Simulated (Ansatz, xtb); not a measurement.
## H4Si2Zn: 8 structures ranked

8 gas-phase structures of H4Si2Zn, found in a search over its isomers (lower ones may exist). Each was relaxed with GFN2-xTB; where two conformers were screened, the lower at r2SCAN-D4/def2-SVP is listed:

A. a singlet given by its coordinates
B. `[SiH3][Si][ZnH]`, a singlet
C. `[SiH][Zn][SiH3]`, a triplet
D. `[SiH][Zn][SiH3]`, a singlet
E. `[SiH3][Si][ZnH]`, a triplet
F. a singlet given by its coordinates
G. `[SiH][SiH2][ZnH]`, a triplet
H. `[SiH][SiH2][ZnH]`, a singlet

F (Å):

```xyz
7

Si   -2.0168    0.6051    0.0731
Si   -1.4503   -1.3834    0.8860
Zn   -0.3442   -2.6500   -0.7596
H    -2.2604    1.9240    0.6711
H    -2.8576    0.6766   -1.1324
H    -0.5948   -0.9897    2.0426
H    -0.5014   -3.9241   -1.7106
```

Close contacts (Å): Si1–Si2 2.22, Si2–Zn3 2.35, Si1–H4 1.47, Si1–H5 1.47, Si2–H6 1.49, Zn3–H7 1.60.

A (Å):

```xyz
7

Si   -1.9556   -0.7410   -0.6805
Si   -0.3314   -0.4422    0.8854
Zn   -1.6335   -3.0608   -0.0706
H    -3.3583   -0.8079   -1.2297
H    -0.3364    1.0317    1.1110
H    -1.0848   -0.8311    2.1400
H    -1.2863   -0.8569   -2.0037
```

Close contacts (Å): Si1–Si2 2.28, Si1–Zn3 2.42, Si1–H4 1.51, Si1–H7 1.49, Si2–H5 1.49, Si2–H6 1.51.

Task: Make a reasoned guess at their ranking by r2SCAN-D4/def2-SVP single-point energy.

Result: Calculated order at r2SCAN-D4/def2-SVP: F (0.0), C (11.5), E (11.6), G (13.6), H (14.1), A (16.8), D (19.8), B (26.2) kcal/mol. Less than 1 kcal/mol parts C and E; G and H, so the order within those pairs means little.

Energies above the lowest of each column, in kcal/mol; the last columns are at B3LYP/6-31G* geometries and were run for some of them only (a dash: not run or not comparable):

```json
{"structure": "F", "GFN2-xTB": "5.8", "HF/STO-3G": "195.5", "r2SCAN-D4/def2-SVP": "0.0", "B3LYP/6-31G*": "0.0", "CCSD(T)/def2-TZVP": "0.0"}
{"structure": "C", "GFN2-xTB": "–", "HF/STO-3G": "0.0", "r2SCAN-D4/def2-SVP": "11.5", "B3LYP/6-31G*": "11.3", "CCSD(T)/def2-TZVP": "13.3"}
{"structure": "E", "GFN2-xTB": "–", "HF/STO-3G": "4.3", "r2SCAN-D4/def2-SVP": "11.6", "B3LYP/6-31G*": "12.9", "CCSD(T)/def2-TZVP": "–"}
{"structure": "G", "GFN2-xTB": "–", "HF/STO-3G": "44.4", "r2SCAN-D4/def2-SVP": "13.6", "B3LYP/6-31G*": "–", "CCSD(T)/def2-TZVP": "–"}
{"structure": "H", "GFN2-xTB": "7.0", "HF/STO-3G": "199.3", "r2SCAN-D4/def2-SVP": "14.1", "B3LYP/6-31G*": "–", "CCSD(T)/def2-TZVP": "–"}
{"structure": "A", "GFN2-xTB": "3.5", "HF/STO-3G": "185.6", "r2SCAN-D4/def2-SVP": "16.8", "B3LYP/6-31G*": "–", "CCSD(T)/def2-TZVP": "–"}
{"structure": "D", "GFN2-xTB": "7.6", "HF/STO-3G": "133.7", "r2SCAN-D4/def2-SVP": "19.8", "B3LYP/6-31G*": "–", "CCSD(T)/def2-TZVP": "–"}
{"structure": "B", "GFN2-xTB": "0.0", "HF/STO-3G": "133.3", "r2SCAN-D4/def2-SVP": "26.2", "B3LYP/6-31G*": "–", "CCSD(T)/def2-TZVP": "–"}
```

CCSD(T)/def2-TZVP puts F lowest of those it was run on; GFN2-xTB picks B, HF/STO-3G picks C. Some further structures that were screened fall inside this span and aren't listed. Flexible structures stand in one conformer each, not always the lowest. C keeps a small imaginary mode. Frequencies (B3LYP/6-31G*) were run for C, F alone. GFN2-xTB has no spin polarisation and isn't compared across spin states. Open shells are spin-unrestricted, some with notable spin contamination.

Over these structures GFN2-xTB departs from r2SCAN-D4/def2-SVP by 7.9 kcal/mol on average once a common shift is removed. A GFN2-xTB relaxation took about 0.053 s and the r2SCAN-D4/def2-SVP energy about 1 s on a shared host (Ansatz 0.2.0, xtb 6.7.1 (Pople sets with spherical d functions)).
